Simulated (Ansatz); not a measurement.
`BCC=O` + `C=C[SiH](F)OC` → `B[SiH](F)C=C` + `COCC=O`  (formal exchange of groups at a B–C bond)

Calculated with Ansatz (gas phase, PBE0-D4/def2-TZVP geometries, no zero-point term in ΔE). CBS: MP2 limit from def2 TZ/QZ plus the TZ coupled-cluster correction, frozen cores. Functionals use def2-TZVPP. B3LYP here is the variant with VWN-RPA as its local correlation; programs differ in this. One conformer a species, not always the lowest.

Question: Is it downhill or uphill in electronic energy at CCSD(T)/CBS, and by how much? (Best estimate.)

Answer: Computed: Uphill: ΔE = +232.1 kJ/mol.

Question: What do these levels give: PBE-D4, PBE0-D4, B3LYP-D4, B2PLYP, HF/def2-TZVPP, CCSD/def2-TZVPP? (Estimate.)

Answer: The calculation gave: PBE-D4 214.7, PBE0-D4 221.3, B3LYP-D4 228.2, B2PLYP 232.1, HF/def2-TZVPP 233.2, CCSD/def2-TZVPP 228.9 kJ/mol.

Largest T1 diagnostic among the species: 0.014.

From PBE to PBE0 (25 % exact exchange), in def2-TZVPP and without D4, ΔE moves by +6.8 kJ/mol.
